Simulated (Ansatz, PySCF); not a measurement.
Noncovalent pair: CH4O (SMILES CO) (first 6 atoms) with CH6Si (SMILES C[SiH3]); geometry from B3LYP-D3(BJ)/def2-TZVP, rigid monomers moved along the line of their centres of mass till O2···Si8 is 3.79 Å.
(charge 0, multiplicity 1):
```xyz
14

C      0.3369    -0.2705    -0.2764
O      0.5299     0.7842     0.6579
H     -0.2144    -1.1086     0.1618
H      1.3268    -0.6210    -0.5648
H     -0.1859     0.0709    -1.1759
H     -0.3309     1.1081     0.9428
C      1.2752     0.3022     4.4846
Si    -0.4445    -0.3499     4.1423
H      1.7435     0.6084     3.5489
H      1.8950    -0.4655     4.9517
H      1.2406     1.1622     5.1560
H     -1.2978     0.6925     3.5119
H     -1.1184    -0.7630     5.3994
H     -0.4131    -1.5232     3.2365
```

Counterpoise-corrected where a basis set is named; no monomer relaxation. Rows marked so take none.

Correlated levels freeze the cores. Rows in 3-21G, 6-31G*, STO-3G carry no dispersion term and start afresh at each structure (6-31G* with six Cartesian d functions). MP2/6-31G* freezes PySCF's default core.

Run with Ansatz (Gaussian orbitals); PySCF for 3-21G rows, 6-31G* rows, STO-3G rows, the dispersion terms. 

Other levels give for the interaction energy: PBE/def2-TZVPPD -6.0; B3LYP/def2-TZVPPD -3.3; B3LYP-D3(BJ)/def2-TZVPPD -9.2; wB97M-V/def2-TZVPPD -8.8; CCSD(T)/aug-cc-pV(D+d)Z -8.2 kJ/mol.

Q: What do these common cheap choices give for the same quantity: HF/STO-3G (no counterpoise), HF/3-21G (no counterpoise), BP86/6-31G* (no counterpoise), B3LYP/3-21G (no counterpoise), B3LYP/6-31G*, M06-2X/6-31G* (no counterpoise), MP2/6-31G*, MP2/6-31G* (no counterpoise)?

A: HF/STO-3G (no counterpoise) -1.5; HF/3-21G (no counterpoise) -15.6; BP86/6-31G* (no counterpoise) -9.3; B3LYP/3-21G (no counterpoise) -19.8; B3LYP/6-31G* -3.4; M06-2X/6-31G* (no counterpoise) -14.0; MP2/6-31G* -5.3; MP2/6-31G* (no counterpoise) -14.1 kJ/mol. They span -19.8 to -1.5 kJ/mol.

Ansatz is a quantum-chemistry and plane-wave program.
